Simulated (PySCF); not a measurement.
This PySCF input asks for the NMR shieldings of SMILES C/C(=C/N(C)C)[CH2][AlH][Cl], C₆H₁₃AlClN; the geometry comes from GFN2-xTB.

```python
import basis_set_exchange as bse
import numpy as np
from pyscf import gto, dft
from pyscf.prop import nmr

atoms = """
C     1.545547   -2.340133    0.449962
C     0.915013   -1.045872    0.041505
C    -0.257432   -0.650658    0.532261
N    -0.821693    0.606684    0.123771
C    -1.658485    0.428864   -1.059075
C    -1.601788    1.201072    1.202779
C     1.638537   -0.167984   -0.933853
Al    0.909517    1.658147   -0.431673
Cl    1.615909    2.587056    1.241434
H     1.715867   -2.964265   -0.427213
H     2.512839   -2.149119    0.912256
H     0.920335   -2.884126    1.154612
H    -0.842765   -1.243528    1.224957
H    -2.475452   -0.273407   -0.866507
H    -2.070270    1.392069   -1.358041
H    -1.042997    0.052208   -1.873656
H    -1.930097    2.196402    0.904317
H    -2.478393    0.590969    1.446095
H    -0.972244    1.296861    2.086278
H     1.335189   -0.447279   -1.951851
H     2.708214   -0.398390   -0.888420
H     0.324239    2.573814   -1.530787
"""
names = dict.fromkeys(["C", "N", "Al", "Cl", "H"], "pcSseg-1")
basis = {el: gto.basis.parse(bse.get_basis(n, elements=[el], fmt="nwchem")) for el, n in names.items()}
mol = gto.M(atom=atoms, basis=basis, charge=0, verbose=0)
mf = dft.RKS(mol, xc="PBE0")
mf.grids.level = 2
mf.grids.alignment = dft.numint.BLKSIZE   # the property module wants whole blocks of grid points
mf.conv_tol = 1e-9
mf.kernel()

calc = nmr.RKS(mf)   # GIAO
C = mf.mo_coeff
Co = C[:, mf.mo_occ > 0]
resp = mf.gen_response(singlet=True, hermi=2)
def vind(x):   # induced exchange potential for any number of trial vectors
    d = np.einsum("pi,xij,qj->xpq", C, 2 * x.reshape(-1, C.shape[1], Co.shape[1]), Co, optimize=True)
    return np.einsum("xpq,pi,qj->xij", resp(d - d.transpose(0, 2, 1)), C, Co, optimize=True).ravel()
mo1, _ = nmr.rhf.solve_mo1(calc, with_cphf=vind)
sigma = calc.kernel(mo1)
for i, s in enumerate(sigma):   # ppm
    w = np.linalg.eigvalsh((s + s.T) / 2)
    print("%2d %-2s iso %8.1f  s11 %8.1f  s22 %8.1f  s33 %8.1f" % (i, mol.atom_pure_symbol(i), w.mean(), *w))
```

Q: What does it print?

A: 
```
 0 C  iso    161.0  s11    145.9  s22    148.9  s33    188.1
 1 C  iso     30.4  s11    -80.9  s22     19.1  s33    153.0
 2 C  iso     52.3  s11    -40.2  s22     93.2  s33    103.8
 3 N  iso    207.1  s11    181.4  s22    204.4  s33    235.5
 4 C  iso    139.6  s11    113.7  s22    124.9  s33    180.2
 5 C  iso    140.5  s11    118.4  s22    122.1  s33    180.9
 6 C  iso    166.5  s11    150.7  s22    161.7  s33    187.1
 7 Al iso    397.9  s11    378.1  s22    380.7  s33    434.8
 8 Cl iso   1001.2  s11    918.4  s22   1031.2  s33   1054.0
 9 H  iso     29.9  s11     26.0  s22     27.8  s33     35.8
10 H  iso     29.7  s11     25.9  s22     28.2  s33     35.1
11 H  iso     29.9  s11     25.2  s22     28.8  s33     35.8
12 H  iso     26.5  s11     23.7  s22     26.0  s33     29.6
13 H  iso     29.6  s11     26.2  s22     27.0  s33     35.7
14 H  iso     29.1  s11     25.0  s22     26.4  s33     36.1
15 H  iso     29.0  s11     23.7  s22     28.9  s33     34.4
16 H  iso     29.2  s11     25.1  s22     26.8  s33     35.7
17 H  iso     29.4  s11     25.7  s22     27.0  s33     35.6
18 H  iso     28.7  s11     23.5  s22     28.6  s33     34.0
19 H  iso     30.6  s11     26.7  s22     28.8  s33     36.4
20 H  iso     30.8  s11     27.0  s22     29.2  s33     36.2
21 H  iso     27.3  s11     23.7  s22     25.6  s33     32.8
```

These numbers come from an equivalent density-fitted implementation of the same equations, which agrees with the script to about 0.01 ppm for H and up to a few tenths of a ppm for heavy atoms, so last digits may differ.

Size and cost of the density-fitted run: 232 basis functions, 92 s wall time on 1 thread of an Arm Neoverse N1, shared host; peak memory 1.1 GiB.
